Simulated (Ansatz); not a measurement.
Two isomers of CH7BOSSi: A = `BS[SiH2]OC`, B = `O[SiH2]CBS`.

Calculated with Ansatz (gas phase, PBE0-D4/def2-TZVP geometries, no zero-point term in ΔE). CCSD(T)/CBS adds triple-zeta CCSD(T) − MP2 to the extrapolated MP2 energy (def2 sets, frozen cores). DFT in def2-TZVPP. B3LYP here is the variant with VWN-RPA as its local correlation; programs differ in this. Each species was taken in one conformer, which may not be the lowest.

A:

```xyz
12

B    -1.887    0.384   -1.579
S    -1.746    0.771    0.152
Si    0.378    1.125    0.253
O     1.238   -0.254    0.096
C     1.144   -1.347    0.983
H    -2.972    0.095   -1.982
H    -0.937    0.420   -2.300
H     0.800    2.004   -0.855
H     0.600    1.739    1.589
H     1.892   -2.085    0.691
H     0.153   -1.811    0.934
H     1.338   -1.041    2.017
```

B:

```xyz
12

O     2.0472   -0.1173    1.0768
Si    1.2670    0.8131   -0.0372
C    -0.6002    0.7963    0.1960
B    -1.1540   -0.6372    0.0467
S    -1.8666   -1.1598   -1.5062
H     1.8888   -1.0618    1.0659
H     1.5750    0.3666   -1.4240
H     1.7855    2.1854    0.1757
H    -0.9963    1.5088   -0.5366
H    -0.7637    1.1887    1.2056
H    -1.0674   -1.4423    0.9271
H    -2.1152   -2.4404   -1.1899
```

**Question.** Which isomer does CCSD(T)/CBS put lower? Give the gap. (An estimate is asked.)

**Answer.** Ansatz gave: B, by 55.3 kJ/mol.

**Question.** Give E(B) − E(A) in kJ/mol with B3LYP-D4, B2PLYP, HF/def2-TZVPP, B3LYP, PBE-D4, r2SCAN-D4, CCSD/def2-TZVPP. (Best estimate.)

**Answer.** Computed: B3LYP-D4 -48.9, B2PLYP -51.7, HF/def2-TZVPP -38.5, B3LYP -49.7, PBE-D4 -55.6, r2SCAN-D4 -57.1, CCSD/def2-TZVPP -55.2. None reverses the order clearly.

Largest T1 diagnostic: 0.013.

In def2-TZVPP, CCSD(T) changes the Hartree–Fock value by −17.1 kJ/mol (the triples alone add −0.4 kJ/mol) and MP2 by −20.3 kJ/mol.
